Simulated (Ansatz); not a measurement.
`[CH3][Ge][F]`, 6 atoms. The species carries charge 0 and has multiplicity 1. Correlated methods include outer-core shells of Ge, which these sets cover unevenly. Scalar relativity is left out up to krypton. All runs use 2 threads of a server CPU on a shared host. Correlated methods freeze the cores. Open-shell runs search over several starts.

Problem. How many basis functions does each run have, and how long does it take in Ansatz? UKS B3LYP-D4/def2-TZVPP energy of the cation; UHF-MP2/def2-QZVPP energy of the cation; RHF-CCSD(T)/def2-SVP energy; UKS ωB97M-V/def2-TZVPP energy of the cation; UKS ωB97X-V/def2-TZVPP energy of the cation; RHF-MP2/def2-QZVPP energy; RKS ωB97M-V/def2-QZVPP energy; UKS r2SCAN-D4/def2-TZVPP energy of the cation; RKS PBE0-D4/def2-TZVP relaxation (6 steps); RHF-CCSD(T)/def2-TZVPP energy; RKS PBE0-D4/def2-QZVPP energy; RKS PBE0-D4/def2-TZVP frequencies. (Best estimate.)

Solution. Ansatz gave: Other jobs shared the machine, so times are rough.

```csv
level,job,functions,wall time,peak host memory (GiB)
RHF-CCSD(T)/def2-SVP,energy,75,1.9 s,0.21
UKS B3LYP-D4/def2-TZVPP,energy of the cation,152,2.5 s,0.39
UKS r2SCAN-D4/def2-TZVPP,energy of the cation,152,3.5 s,0.22
RKS PBE0-D4/def2-QZVPP,energy,293,3.8 s,0.67
UKS ωB97X-V/def2-TZVPP,energy of the cation,152,7 s,0.52
UKS ωB97M-V/def2-TZVPP,energy of the cation,152,7.5 s,0.55
RKS ωB97M-V/def2-QZVPP,energy,293,9.5 s,0.93
RHF-MP2/def2-QZVPP,energy,293,11 s,0.95
RKS PBE0-D4/def2-TZVP,relaxation (6 steps),128,11 s,0.25
RHF-CCSD(T)/def2-TZVPP,energy,152,19 s,1.1
UHF-MP2/def2-QZVPP,energy of the cation,293,21 s,1.1
RKS PBE0-D4/def2-TZVP,frequencies,128,39 s,0.26
```

B3LYP here is the variant with VWN-RPA as its local correlation; programs differ in this.
